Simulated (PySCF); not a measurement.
## Relaxation of triplet MoO₂

Computed with UB3LYP in PySCF with Mo def2-TZVP with ECP28, O def2-TZVP; scalar-relativistic core potentials, no spin–orbit coupling; density-fitted integrals. A (50,194) grid was used.

A hand-made bent start, of C2v symmetry, held to at least that symmetry:

Coordinates in bohr (charge 0 multiplicity 3):
```
Mo    0.0000    0.0000   -0.4752
O     2.7554    0.0000    1.4542
O    -2.7554    0.0000    1.4542
```

At each step, columns x, y, z (Å) and Fx, Fy, Fz (eV/Å):

```
step 0  E − E(last) = 35.51 kJ/mol
Mo   0.000   0.000  -0.251   0.000   0.000   4.978
O    1.458   0.000   0.770  -2.787   0.000  -2.489
O   -1.458   0.000   0.770   2.787   0.000  -2.489
step 1  E − E(last) = 2.63 kJ/mol
Mo   0.000   0.000  -0.163   0.000   0.000  -1.558
O    1.421   0.000   0.725   0.946   0.000   0.779
O   -1.421   0.000   0.725  -0.946   0.000   0.779
step 2  E − E(last) = 0.14 kJ/mol
Mo   0.000   0.000  -0.181   0.001   0.000   0.271
O    1.434   0.000   0.734  -0.227   0.000  -0.136
O   -1.434   0.000   0.734   0.226   0.000  -0.135
step 3  E − E(last) = 0.00 kJ/mol
Mo   0.000   0.000  -0.181   0.000   0.000   0.012
O    1.429   0.000   0.735  -0.018   0.000  -0.006
O   -1.429   0.000   0.735   0.018   0.000  -0.006
step 4  E − E(last) = 0.00 kJ/mol
Mo   0.000   0.000  -0.182   0.000   0.000  -0.001
O    1.428   0.000   0.735   0.000   0.000   0.001
O   -1.428   0.000   0.735   0.000   0.000   0.001
```

It ends at C2v with Mo–O 1.697 Å (×2); O–Mo–O 114.5° (after a last refinement on a finer grid). A frequency run shows a minimum. Other isomers or separated fragments may lie lower.

Open d and f shells are described by one determinant, and the ground state may have another occupation or spin.
